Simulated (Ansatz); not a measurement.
Input (CCSDT(Q)/def2-SVP; Ansatz, a first-principles code):

Ansatz 0.2 input:
```yaml
crystal:
  periodic: [false, false, false]
  atoms:
    - {symbol: Sn, position_ang: [0.05051383, 0.08070903, 0.64845541]}
    - {symbol: Cl, position_ang: [1.34500758, 0.97736292, -1.15637196]}
    - {symbol: S, position_ang: [-1.45169835, -1.18588138, -0.81155705]}
    - {symbol: H, position_ang: [-2.16364671, -1.67651918, 0.22046557]}
basis:
  gaussian:
    orbitals: def2-SVP
magnetization: {spin_polarized: false}
correlation: {method: ccsdt_q, electrons: outside_noble_gas}
```

Output:

```
Functional definition: HF
integrals: 0.07 GiB planned
1273 factors; integrals over basis functions are off by at most 2.3e-7 eV
mean field: 0.34 GiB planned
mean field evaluation 1: about -29135.9784 eV, gradient 1.9e1 eV
mean field evaluation 2: about -29135.9878 eV, gradient 1.9e1 eV
mean field evaluation 4: about -29137.4179 eV, gradient 1.6e0 eV
mean field evaluation 8: about -29137.4387 eV, gradient 1.4e-1 eV
mean field evaluation 16: about -29137.1443 eV, gradient 9.5e0 eV
mean field -29137.43899747 eV, -1070.7811330915 hartree, gradient 9.0e-7 eV, S^2 0.000000; 0 other end points of the search recorded, 0 dependent functions left out
19 core orbitals not correlated
reference -29137.43899747 eV, -1070.7811330915 hartree; 9, 9 occupied and 39, 39 virtual orbitals, 1273 factors
second order -8.82469097 eV of doubles, -0.00000000 eV of singles
coupled cluster: 0.59 GiB planned
cycle   1  -9.50961723 eV  change   -6.8e-1 eV  update   1.0e-1
cycle   2  -9.92595455 eV  change   -4.2e-1 eV  update   4.8e-2
cycle   3  -10.16773277 eV  change   -2.4e-1 eV  update   3.1e-2
cycle   4  -10.14655550 eV  change    2.1e-2 eV  update   1.0e-2
cycle   5  -10.14148685 eV  change    5.1e-3 eV  update   6.0e-3
cycle   6  -10.14407678 eV  change   -2.6e-3 eV  update   2.7e-3
cycle   7  -10.14459266 eV  change   -5.2e-4 eV  update   1.2e-3
cycle   8  -10.14451765 eV  change    7.5e-5 eV  update   5.6e-4
cycle   9  -10.14453538 eV  change   -1.8e-5 eV  update   2.3e-4
cycle  10  -10.14459932 eV  change   -6.4e-5 eV  update   1.1e-4
cycle  11  -10.14450092 eV  change    9.8e-5 eV  update   4.9e-5
cycle  12  -10.14451786 eV  change   -1.7e-5 eV  update   2.6e-5
cycle  13  -10.14452446 eV  change   -6.6e-6 eV  update   9.8e-6
cycle  14  -10.14452486 eV  change   -4.0e-7 eV  update   4.8e-6
cycle  15  -10.14453075 eV  change   -5.9e-6 eV  update   2.5e-6
cycle  16  -10.14453196 eV  change   -1.2e-6 eV  update   8.3e-7
perturbative correction -0.02447008 eV, -0.0008992590 hartree
Total energy: -29147.60799951 eV, -1071.1548370237 hartree
```
